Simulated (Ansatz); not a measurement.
Isolated molecules relaxed with PBE0-D4/def2-TZVP in Ansatz; ΔE leaves out vibrations. CCSD(T)/CBS adds triple-zeta CCSD(T) − MP2 to the extrapolated MP2 energy (def2 sets, frozen cores). Functionals use def2-TZVPP. B3LYP here is the variant with VWN-RPA as its local correlation; programs differ in this. Each species was taken in one conformer, which may not be the lowest.

Reaction (formal exchange of groups at the Al–O bond): `C[O][Al]([OH])[SH]` + `C=C(N)S` → `[OH][Al]([SH])[SH]` + `C=C(N)OC`

`C[O][Al]([OH])[SH]`:

Z-matrix (Å, degrees):
```
C
O 1 1.397
H 1 1.095 2 110.0
H 1 1.095 2 110.0 3 118.9
H 1 1.097 2 112.7 3 -120.6
Al 2 1.673 1 135.4 3 119.5
S 6 2.183 2 118.3 1 0.2
O 6 1.685 2 117.7 1 -179.8
H 7 1.344 6 93.7 2 179.9
H 8 0.954 6 124.7 2 180.0
```

`C=C(N)S`:

Z-matrix (Å, degrees):
```
C
C 1 1.335
H 1 1.084 2 120.3
H 1 1.080 2 121.7 3 178.1
N 2 1.384 1 125.4 3 -8.3
S 2 1.770 1 124.1 3 176.6
H 5 1.008 2 115.2 1 139.0
H 5 1.008 2 114.5 1 5.4
H 6 1.340 2 95.9 1 -27.6
```

`[OH][Al]([SH])[SH]`:

```xyz
7

O    -0.508    0.880   -1.790
Al   -0.033    0.150   -0.347
S     2.034   -0.517   -0.266
S    -1.457   -0.074    1.290
H    -1.380    1.222   -1.975
H     1.913   -0.986    0.987
H    -0.569   -0.674    2.101
```

`C=C(N)OC`:

```xyz
12

C    -0.554   -0.912    0.859
C    -0.070    0.297    0.544
N     0.043    1.363    1.416
O     0.339    0.689   -0.680
C     0.251   -0.255   -1.719
H    -0.842   -1.124    1.878
H    -0.700   -1.684    0.121
H     0.032    1.102    2.388
H     0.801    1.987    1.187
H     0.636    0.236   -2.611
H     0.853   -1.142   -1.498
H    -0.787   -0.558   -1.888
```

Task: Is it downhill or uphill in electronic energy at CCSD(T)/CBS, and by how much? (Best estimate.)

Result: Computed: Uphill: ΔE = +1.3 kcal/mol.

Task: What do these levels give: revPBE-D4, ωB97M-V, PBE-QIDH, r2SCAN, B3LYP, CAM-B3LYP, RPA@PBE/def2-TZVPP, MP2/def2-SVP, MP2/def2-TZVPP, CCSD/def2-TZVPP, HF/def2-QZVPP, HF/CBS(def2)? (Best estimate.)

Result: The calculation gave: revPBE-D4 0.3, ωB97M-V -0.1, PBE-QIDH -0.5, r2SCAN -0.3, B3LYP 1.6, CAM-B3LYP 0.9, RPA@PBE/def2-TZVPP 1.3, MP2/def2-SVP -0.4, MP2/def2-TZVPP 1.9, CCSD/def2-TZVPP 0.9, HF/def2-QZVPP -0.1, HF/CBS(def2) 0.0 kcal/mol.

Task: What do rigid-rotor, harmonic-oscillator terms from PBE0-D4/def2-TZVP frequencies (298.15 K, 1 bar) make of the CCSD(T)/CBS value? (Best estimate.)

Result: The calculation gave: ΔZPE = +0.7 kcal/mol, ΔH = +1.7 kcal/mol, ΔS = -16 J/(mol·K), ΔG = +2.8 kcal/mol.

Largest T1 diagnostic among the species: 0.012.

In def2-TZVPP, CCSD(T) changes the Hartree–Fock value by +1.3 kcal/mol (the triples alone add −0.0 kcal/mol) and MP2 by +2.4 kcal/mol. At CCSD(T), def2-SVP lies −2.4 kcal/mol from the extrapolated value and def2-TZVPP −0.4 kcal/mol. Leaving LDA and LC-ωPBE aside and taking each functional with its dispersion term where it has one, the values, not all of them listed here, spread over 3.8 kcal/mol, from HSE06-D4 to BLYP-D4. LDA lies −2.2 kcal/mol from PBE without D4.
